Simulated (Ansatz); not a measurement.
# Strength of the Ge–H bond: CH6GeO2 → CH5GeO2 + H

Species: CH6GeO2 `C[O][GeH2][OH]`, singlet; CH5GeO2 `C[O][GeH][OH]`, doublet; H atom, doublet. 

Shapes, held fixed at every level: PBE0-D4/def2-TZVP. Flexible molecules stand in one conformer, not always the lowest. Programs: Ansatz 0.2.0. The zero-point and thermal change to 298 K, harmonic and unscaled (PBE0-D4/def2-TZVP), is -17.9 kJ/mol.

```json
{"level": "HF/def2-SVP", "kind": "Hartree–Fock", "ΔH(298 K) (kJ/mol)": "+281.8", "less CCSD(T)/def2-TZVPP": "-70.3"}
{"level": "SPW92/def2-TZVPP", "kind": "LDA", "ΔH(298 K) (kJ/mol)": "+357.1", "less CCSD(T)/def2-TZVPP": "+5.0"}
{"level": "PBE-D4/def2-TZVPP", "kind": "GGA", "ΔH(298 K) (kJ/mol)": "+317.5", "less CCSD(T)/def2-TZVPP": "-34.6"}
{"level": "r2SCAN-D4/def2-TZVPP", "kind": "meta-GGA", "ΔH(298 K) (kJ/mol)": "+329.1", "less CCSD(T)/def2-TZVPP": "-23.0"}
{"level": "BHLYP-D4/def2-TZVPP", "kind": "global hybrid", "ΔH(298 K) (kJ/mol)": "+345.3", "less CCSD(T)/def2-TZVPP": "-6.8"}
{"level": "wB97M-V/def2-TZVPP", "kind": "range-separated hybrid", "ΔH(298 K) (kJ/mol)": "+343.1", "less CCSD(T)/def2-TZVPP": "-9.0"}
{"level": "MP2/def2-SVP", "kind": "perturbation theory", "ΔH(298 K) (kJ/mol)": "+333.2", "less CCSD(T)/def2-TZVPP": "-18.9"}
{"level": "CCSD(T)/def2-TZVPP", "kind": "coupled cluster or CI", "ΔH(298 K) (kJ/mol)": "+352.1", "less CCSD(T)/def2-TZVPP": "0.0"}
```

The highest level, CCSD(T)/def2-TZVPP, gives ΔH(298 K) = +352.1 kJ/mol; the levels span +281.8 to +357.1. The column of differences is taken from that level and isn't an error. Hartree–Fock misses the correlation of the pair that is broken and comes out low. No measured value is set beside it here. Open shells run unrestricted unless RO is named. Relativity is left out for Ge unless named. Correlated rows may include outer-core shells of Ge, which these sets cover unevenly.
